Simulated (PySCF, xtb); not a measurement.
Al(H)2(Me) (CH5Al), SMILES [CH3][AlH2].

GFN2-xTB in xtb at its own geometry gives an orbital gap of 4.94 eV and a dipole moment of 1.91 D.

The structure is a stationary point at PBE0-D3(BJ)/def2-TZVP.

**Question.** What does HF/def2-TZVPD in PySCF give? (Estimate from the structure and the level; the computed values follow.)

**Answer.** gap 12.41 eV (levels -11.15 and 1.26 eV), dipole 0.67 D.
